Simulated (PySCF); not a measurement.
**Correlation energy of Os²⁺ (osmium, charge +2)**

[Xe] 4f14 5d5 6p1, high-spin 7P determinant (an excited configuration). Computed with PySCF 2.14 in ANO-RCC-VTZP, with scalar relativity by spin-free X2C-1e. Frozen: [Xe] 4f14; 6 electrons correlated.

```csv
level,correlation energy (mhartree)
CCSD,-68.00
(T),-0.84
CCSD(T),-68.84
```

Diagnostics: T1 = 0.0046, D1 = 0.0107, largest double amplitude 0.036.

Spin-orbit coupling, absent here, splits the open shell strongly.

Cost of the coupled-cluster step: roughly 16 core-seconds, for 6 correlated electrons.
